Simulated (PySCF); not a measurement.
Several structures and their simulated spectra, in scrambled order.

A. (CF3)3CH
B. `c1cnc(C2CC2)nn1`
C. SMILES C=C[C@@]1(OC)C[C@@H]1C(=O)Cl

Spectrum 1. $^{1}$H NMR (500 MHz, computed): δ 5.89 (m, 1H), 5.81 (m, 1H), 5.27 (m, 1H), 3.48 (s, 3H), 2.65 (m, 1H), 1.93 (m, 1H), 1.37 (m, 1H). $^{13}$C{$^{1}$H} NMR (computed): δ 183.6 (C), 144.4 (CH), 124.2 (CH2), 75.8 (C), 57.2 (CH3), 41.3 (CH), 31.0 (CH2).

Spectrum 2. $^{1}$H NMR (500 MHz, computed): δ 9.42 (d, 1H), 8.44 (d, 1H), 2.87 (m, 1H), 1.27 (m, 2H), 1.22 (m, 2H). $^{13}$C{$^{1}$H} NMR (computed): δ 177.6 (C), 153.9 (CH), 152.8 (CH), 20.2 (CH), 16.3 (CH2).

Spectrum 3. $^{1}$H NMR (500 MHz, computed): δ 3.46 (m, 1H). $^{13}$C{$^{1}$H} NMR (computed): δ 129.4 (C), 56.4 (CH).

How the numbers were obtained: NMR shieldings at PBE0/pcSseg-1/GIAO, GFN2-xTB structure, in PySCF 2.14.0 with density-fitted response routines (one computed conformer, one averaged value for each set of equivalent atoms, relativity neglected, in vacuum).

δ = σ(ref) − σ, references computed at the same level: $^{1}$H (σ = 31.72 ppm) and $^{13}$C (σ = 186.93 ppm) against TMS. Splittings of carbon signals by F and P are missing where no couplings were computed. Where no couplings were computed, multiplicities follow the n + 1 count of equivalent neighbours, and m marks all less simple cases (inequivalent or close neighbours, rings, F or P nearby). Shifts are as computed. Against solution values, carbons near 30 ppm lie about +3 ppm off and those near 130 ppm about +5 ppm; carbons on Cl a further +6 ppm. Of 1211 compounds with measured shifts, 218 miss one by over three times the rms of a fit or turn the order of signals round; such compounds aren't used in these exercises. Carbons bonded to Cl come out too deshielded.

Which spectrum belongs to which compound?

## Answers

1–C, 2–B, 3–A.

- Spectrum 1 (C): 7 $^{13}$C signals; δC 144.4 is an alkene CH; δC 124.2 is a terminal =CH2 carbon.
- Spectrum 2 (B): 5 $^{13}$C signals; δC 153.9 is an aromatic CH next to a ring nitrogen; δC 152.8 is an aromatic CH next to a ring nitrogen.
- Spectrum 3 (A): 2 $^{13}$C signals; δC 129.4 is a CF3 carbon; δC 56.4 is an sp3 CH.
